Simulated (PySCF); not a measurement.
Compound: C₅H₆NS (doublet state).
Geometry (GFN2-xTB, Å), atoms numbered from 1 in this order:
```
atom  x, y, z in Å
N1     3.677    0.425    0.070
C2     2.519    0.417    0.024
C3     1.154    0.378   -0.024
C4     0.321   -0.746    0.508
C5    -1.018   -0.655   -0.220
C6    -1.359    0.825   -0.293
S7     0.217    1.671   -0.686
H8     0.816   -1.706    0.350
H9     0.174   -0.620    1.589
H10   -0.913   -1.058   -1.229
H11   -1.801   -1.210    0.297
H12   -2.081    1.069   -1.069
H13   -1.709    1.211    0.665
```

The hyperfine couplings belong to this conformer and change with its torsions.

As a line formula: `N#C[C]1CCCS1` [radical].

The calculation used UKS B3LYP, pcH-1 on C H N S, non-relativistic, mean-field spin-orbit, GIAO in PySCF. Geometry: GFN2-xTB, one conformer, isolated molecule. The geometry wasn't refined by DFT: couplings that depend on bond lengths, twists or pyramidal angles can differ widely from those at the functional's own minimum. No stability test was run, so a lower SCF solution isn't excluded.

(1) Match the computed a_iso(13C) values +64.6, -49.4, -22.4, -3.3, +1.9 MHz with the sites C2; C3; C4; C5; C6.

(2) Match the computed a_iso(1H) values +58.2, +8.2, -2.2 MHz (means over equivalent nuclei) with the sites H8/H9; H10/H11; H12/H13.

## Answers

(1) 
```tsv
site	a_iso (MHz)	ρ(0) (bohr⁻³)	position	distance from C3 (Å)	spin population	largest |T| (MHz)
C2	-49.4	-0.0439	1 bond from C3	1.37	-0.16	17.1
C3	+64.6	+0.0572	largest spin population	0.00	+0.63	114.4
C4	-22.4	-0.0199	1 bond from C3	1.50	-0.05	1.3
C5	+1.9	+0.0017	2 bonds from C3	2.41	+0.01	2.1
C6	-3.3	-0.0030	2 bonds from C3	2.57	-0.01	0.7
```

(2) 
```tsv
site	a_iso (MHz)	ρ(0) (bohr⁻³)	position	distance from C3 (Å)	bound to	spin population there	largest |T| (MHz)
H8/H9	+58.2	+0.0130	β, 2 bonds from C3	2.14	C4	-0.05	6.2
H10/H11	-2.2	-0.0005	γ, 3 bonds from C3	3.08	C5	+0.01	3.3
H12/H13	+8.2	+0.0018	γ, 3 bonds from C3	3.26	C6	-0.01	3.5
```

ρ(0) is the spin density at the nucleus and T the dipolar tensor; a_iso includes a spin–orbit part; entries for several nuclei are means. The largest Mulliken spin populations are on C3 (+0.63), N1 (+0.32), S7 (+0.21) and C2 (-0.16). Three atoms exceed +0.15. The angles at C3 add up to 360.0°, so it is planar.

The spin density at the nucleus, in bohr⁻³, is negative for C2 (-0.0439), C4 (-0.0199) and C6 (-0.0030), for instance. A restricted open-shell determinant has no negative spin density anywhere; here it arises because α and β orbitals differ (spin polarisation).

Nuclei that the bonding pattern makes equivalent are averaged, as if the motion that swaps them (rotation, inversion, ring flip) were fast. The 1H value of +58.2 MHz is a mean of couplings from 28.6 to 87.7 MHz in this one geometry, not an average over conformers. The 1H value of +8.2 MHz is a mean of couplings from 1.3 to 15.1 MHz in this one geometry, not an average over conformers.
